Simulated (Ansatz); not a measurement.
CH5BN, SMILES `C[B-]N` (excited triplet) (charge -1, multiplicity 3). This triplet is an excited state, 0.68 eV above the relaxed singlet at the level frozen-core CCSD(T)/aug-cc-pVDZ // B3LYP-D3(BJ)/def2-TZVPD (Ansatz, an electronic-structure program).

All values below come from PBE/aug-cc-pVTZ // B3LYP-D3(BJ)/def2-TZVPD (Ansatz).

Ansatz 0.2 input:
```yaml
crystal:
  periodic: [false, false, false]
  atoms:
    - { symbol: C, position_ang: [-1.153074, -0.042119, -0.153517] }
    - { symbol: B, position_ang: [0.153399, 0.457628, 0.533867] }
    - { symbol: N, position_ang: [1.475831, 0.102853, 0.424364] }
    - { symbol: H, position_ang: [-1.020093, -0.849022, -0.885034] }
    - { symbol: H, position_ang: [-1.86091, -0.393812, 0.609908] }
    - { symbol: H, position_ang: [-1.645998, 0.796654, -0.664333] }
    - { symbol: H, position_ang: [2.219378, 0.547138, 0.966132] }
    - { symbol: H, position_ang: [1.831468, -0.619319, -0.191592] }
basis:
  gaussian: { orbitals: aug-cc-pVTZ }
hamiltonian:
  xc: pbe
total_charge: -1
magnetization:
  spin_polarized: true
  initial_magnetization: 2
```

Output:

```
Functional definition: PBE
957 factors; their error is unknown
mean field evaluation 1: about -3268.9898 eV, gradient 4.5e1 eV
mean field evaluation 2: about -3124.9121 eV, gradient 1.3e2 eV
mean field evaluation 4: about -3278.3014 eV, gradient 1.9e1 eV
mean field evaluation 8: about -3280.6239 eV, gradient 7.9e-1 eV
mean field evaluation 16: about -3280.5976 eV, gradient 3.7e-3 eV
mean field evaluation 32: about -3280.2322 eV, gradient 9.3e-1 eV
mean field evaluation 64: about -3280.1264 eV, gradient 5.1e-3 eV
a density is far from that of the atoms, so the factors are made again for it
1474 factors; integrals over basis functions are off by at most 6.5e-4 eV
mean field -3280.59753469 eV, -120.5597357309 hartree, gradient 1.5e-5 eV, S^2 2.003081; 0 other end points of the search recorded, 0 dependent functions left out
reference -3280.59756646 eV, -120.5597368984 hartree; 13, 11 occupied and 240, 242 virtual orbitals, 1474 factors
Total energy: -3280.59756646 eV, -120.5597368984 hartree
```
